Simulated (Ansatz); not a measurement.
The cluster Rb2Cl3⁻, relaxed as a singlet with RKS PBE0-D4/def2-SVPD in Ansatz, starting from the GFN2-xTB geometry. Force threshold 0.02 eV/Å.

In the def2 sets Rb takes a core potential; there is no spin–orbit coupling. Another isomer (singlet) lies 0.16 eV lower at PBE0-D4/def2-TZVPD; other spin states weren't run for this one.

Start:

Cartesian coordinates in Å:
```
Rb -0.900 1.037 2.900
Rb 0.397 -0.434 -1.245
Cl 0.045 2.242 0.512
Cl 1.239 -1.360 -3.754
Cl -0.781 -1.485 1.586
```

```json
{"step": "1", "energy (eV)": "-38864.9128", "largest force component (eV/Å)": "0.867", "SCF passes": "12"}
{"step": "2", "energy (eV)": "-38865.1524", "largest force component (eV/Å)": "0.284", "SCF passes": "18"}
{"step": "3", "energy (eV)": "-38865.1892", "largest force component (eV/Å)": "0.072", "SCF passes": "18"}
{"step": "4", "energy (eV)": "-38865.1908", "largest force component (eV/Å)": "0.021", "SCF passes": "19"}
{"step": "5", "energy (eV)": "-38865.1910", "largest force component (eV/Å)": "0.007", "SCF passes": "19"}
```

Force components are those of the run's own axes.

End:

Cartesian coordinates in Å:
```
Rb -0.8863 0.9963 2.7773
Rb 0.3399 -0.3866 -1.0825
Cl 0.1275 2.5537 0.4345
Cl 1.2525 -1.3769 -3.8137
Cl -0.8336 -1.7865 1.6843
```

By distances, no bond broke or formed. The bond that changes most is Rb2–Cl4, from 2.80 to 3.05 Å (atoms count from 1).

No frequencies were taken in this run, so the end may be a saddle point.

Hardware: 4 threads of Intel Xeon on a shared host. Wall time 77 s.
